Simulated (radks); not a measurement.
Task: The sulfur ion S9+, 7 electrons, occupied as [He] 2s2 2p3 (the NIST ground configuration). All-electron calculation, Dirac Kohn-Sham, PBE, spin-unpolarised, spherical densities, finite nucleus; open shells fill j = l - 1/2 first; Fermi nuclear charge, rms radius 3.2611 fm. Program: a radial shooting solver on a logarithmic mesh with Libxc functionals. Some entries of the table are withheld. Estimate them.

orbital  occ.  eigenvalue (eV)  <1/r> (bohr^-1)
1s1/2       2        -2718.613              (1)
2s1/2       2              (2)              (3)
2p1/2       2        -415.3520            3.278
2p3/2       1        -413.7420            3.257
3s1/2       0        -168.8178            1.297
3p1/2       0        -155.5937              (4)
3p3/2       0        -155.2360              (5)

Result: 
(1) 1s1/2 <1/r> (bohr^-1): 15.69
(2) 2s1/2 eigenvalue (eV): -460.8095
(3) 2s1/2 <1/r> (bohr^-1): 3.348
(4) 3p1/2 <1/r> (bohr^-1): 1.256
(5) 3p3/2 <1/r> (bohr^-1): 1.251
